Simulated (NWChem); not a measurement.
System: CrH₂S₃O; SMILES [O]=[Cr](=[S])([SH])[SH]

The following NWChem deck was run.

```
start job
memory heap 200 mb stack 900 mb global 1100 mb
geometry units angstroms noautoz
  Cr    -0.058264     0.305189     0.000000
  O      0.094897     1.847083     0.000000
  S     -1.966135    -0.305227     0.000000
  S      0.942435    -0.396072    -1.834550
  H      0.295057    -1.597635    -1.852547
  S      0.942435    -0.396072     1.834550
  H      0.295057    -1.597635     1.852547
end
basis spherical
  * library def2-svp
end
dft
  xc xwpbe 0.80 cpbe96 1.0 hfexch 1.00
  cam 0.2 cam_alpha 0.2 cam_beta 0.8
  iterations 150
  mulliken
end
task dft energy
```

NWChem printed, in part:

```
             Northwest Computational Chemistry Package (NWChem) 7.3.0
             --------------------------------------------------------

 CS  symmetry detected

                             Geometry "geometry" -> ""
                             -------------------------

 Output coordinates in angstroms (scale by  1.889725989 to convert to a.u.)

  No.       Tag          Charge          X              Y              Z
 ---- ---------------- ---------- -------------- -------------- --------------
    1 Cr                  24.0000    -0.05180888     0.28712445     0.00000000
    2 O                    8.0000     0.04772845     1.83340635     0.00000000
    3 S                   16.0000    -1.93733736    -0.38916085     0.00000000
    4 S                   16.0000     0.97263316    -0.37897163     1.83455000
    5 H                    1.0000     0.36736118    -1.60228588     1.85254700
    6 S                   16.0000     0.97263316    -0.37897163    -1.83455000
    7 H                    1.0000     0.36736118    -1.60228588    -1.85254700

 Effective nuclear repulsion energy (a.u.)     568.4673754777

      Symmetry information
      --------------------

 Group name             Cs
 Group number              2
 Group order               2
 No. of unique centers     5

  pbe96 is a nonlocal functional; adding pw91lda local functional.

                                 NWChem DFT Module
                                 -----------------

 Summary of "ao basis" -> "ao basis" (spherical)
 ------------------------------------------------------------------------------
       Tag                 Description            Shells   Functions and Types
 ---------------- ------------------------------  ------  ---------------------
 Cr                         def2-svp                11       31   5s3p2d1f
 O                          def2-svp                 6       14   3s2p1d
 S                          def2-svp                 8       18   4s3p1d
 H                          def2-svp                 3        5   2s1p

      Symmetry analysis of basis
      --------------------------

        a'         67
        a"         42

            General Information
            -------------------
          SCF calculation type: DFT
          Wavefunction type:  closed shell.
          No. of atoms     :     7
          No. of electrons :    82
           Alpha electrons :    41
            Beta electrons :    41
          Charge           :     0
          Spin multiplicity:     1
          Use of symmetry is: on ; symmetry adaption is: on
          Maximum number of iterations: 150
          AO basis - number of functions:   109
                     number of shells:    47
          Convergence on energy requested:  1.00D-06
          Convergence on density requested:  1.00D-05
          Convergence on gradient requested:  5.00D-04

              XC Information
              --------------
                     Hartree-Fock (Exact) Exchange  1.000
                     LC-wPBE(h)Exchange Functional  0.800
            Perdew 1991 LDA Correlation Functional  1.000 local
           PerdewBurkeErnz. Correlation Functional  1.000 non-local

           Range-Separation Parameters
           ---------------------------
           Alpha           :  0.20
           Beta            :  0.80
           Gamma           :  0.20
           Short-Range HF  :     F

             Grid Information
             ----------------
          Grid used for XC integration:  medium
          Radial quadrature: Mura-Knowles
          Angular quadrature: Lebedev.
          Tag              B.-S. Rad. Rad. Pts. Rad. Cut. Ang. Pts.
          ---              ---------- --------- --------- ---------
          Cr                  1.40      112           9.0       590
          O                   0.60       49          10.0       434
          S                   1.00       88          11.0       590
          H                   0.35       45          11.0       434
          Grid pruning is: on
          Number of quadrature shells:   382
          Spatial weights used:  Erf1

      Superposition of Atomic Density Guess
      -------------------------------------

 Sum of atomic energies:       -2310.76429801

      Non-variational initial energy
      ------------------------------

 Total energy =   -2311.157132
 1-e energy   =   -4319.371312
 2-e energy   =    1439.746804
 HOMO         =      -0.302020
 LUMO         =      -0.089998

      Symmetry analysis of molecular orbitals - initial
      -------------------------------------------------

  Numbering of irreducible representations:

     1 a'          2 a"

  Orbital symmetries:

     1 a'          2 a'          3 a'          4 a"          5 a'
     6 a'          7 a'          8 a"          9 a'         10 a'
    11 a'         12 a"         13 a'         14 a'         15 a"
    16 a'         17 a"         18 a'         19 a"         20 a'
    21 a"         22 a'         23 a'         24 a'         25 a"
    26 a'         27 a'         28 a"         29 a'         30 a"
    31 a'         32 a'         33 a'         34 a"         35 a'
    36 a"         37 a'         38 a'         39 a"         40 a'
    41 a"         42 a"         43 a'         44 a"         45 a'
    46 a'         47 a'         48 a"         49 a'         50 a'
    51 a'

     ---------------------------------------------
      Total Density - Mulliken Population Analysis
     ---------------------------------------------

[...]
```

Level: LRC-wPBEh/def2-SVP. Coordinates come from a PBE-D3(BJ)/def2-SVP optimisation. No frequency run checked for a minimum.
